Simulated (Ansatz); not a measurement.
A nudged elastic band was laid between two geometries of ClF4HW (7 atoms, charge 0, multiplicity 1).

All numbers below come from Ansatz 0.2.0, RKS r2SCANh-D4/def2-SVP.

```json
{"movable images": "9", "climbing image": "yes", "spring": "5.0 eV/Å²", "optimiser": "quadratic models (default)", "start path": "through a guess of the saddle point", "force threshold": "0.2 eV/Å", "iteration limit": "60", "end points": "relaxed"}
```

Initial state:

```xyz
7
Properties=species:S:1:pos:R:3
W 0.058 0.000 0.203
Cl 0.813 0.000 2.338
H 1.720 0.000 -0.191
F 0.054 1.836 0.299
F -1.779 0.000 -0.195
F 0.054 -1.836 0.299
F 0.172 0.000 -1.660
```

Final state:

```xyz
7
Properties=species:S:1:pos:R:3
W -0.537 0.000 -0.626
Cl 1.375 0.000 2.496
H 2.444 0.000 1.783
F -0.221 1.804 -0.503
F -1.610 0.000 0.863
F -0.221 -1.804 -0.503
F -0.139 0.000 -2.419
```

What changes between the two ends?

Bonds broken: W1–Cl2, W1–H3. Bonds formed: Cl2–H3. ClF4HW becomes ClH + F4W.

What energy profile does the band end with?

It converged. The highest image is number 6 of 0 to 10, 111.5 kJ/mol above the first end and 25.9 kJ/mol above the last; the last end lies 85.6 kJ/mol above the first. The threshold of 0.2 eV/Å is loose, so the images may lie well off the minimum-energy path. The profile has 2 maxima (images 2, 6) with wells between them (image 3): this band takes more than one step, which may be the mechanism or a detour left from its start path. Another band between the same ends (9 images) ends at a top of the same energy, where a vibrational analysis finds 1 clearly imaginary mode. The orbitals stay closed-shell, which can raise the energy where a bond breaks towards radicals; this wasn't checked here.

| image | path coordinate (Å) | energy (kJ/mol) | W1–Cl2 (Å) | W1–H3 (Å) | Cl2–H3 (Å) |
| --- | --- | --- | --- | --- | --- |
| 0 | 0.00 | 0.0 | 2.26 | 1.71 | 2.69 |
| 1 | 0.46 | 7.0 | 2.25 | 1.72 | 2.76 |
| 2 | 0.91 | 13.6 | 2.27 | 1.72 | 2.60 |
| 3 | 1.37 | 2.4 | 2.30 | 1.71 | 2.45 |
| 4 | 1.83 | 12.6 | 2.37 | 1.66 | 2.21 |
| 5 | 2.29 | 71.3 | 2.57 | 1.68 | 1.78 |
| 6 | 2.74 | 111.5 | 2.88 | 1.93 | 1.44 |
| 7 | 3.24 | 96.1 | 3.34 | 2.33 | 1.31 |
| 8 | 3.74 | 90.4 | 3.69 | 2.82 | 1.29 |
| 9 | 4.24 | 87.3 | 3.68 | 3.33 | 1.28 |
| 10 | 4.73 | 85.6 | 3.66 | 3.83 | 1.29 |

What is the geometry of the highest image?


```xyz
7
Properties=species:S:1:pos:R:3
W -0.131 0.000 -0.310
Cl 1.022 0.000 2.334
H 1.343 0.000 0.927
F 0.175 1.809 -0.285
F -1.576 0.000 0.852
F 0.175 -1.809 -0.285
F 0.083 0.000 -2.142
```

Time of the run: 7.6 min on 4 threads of Arm Neoverse V1 (shared host), peak memory 0.35 GiB.
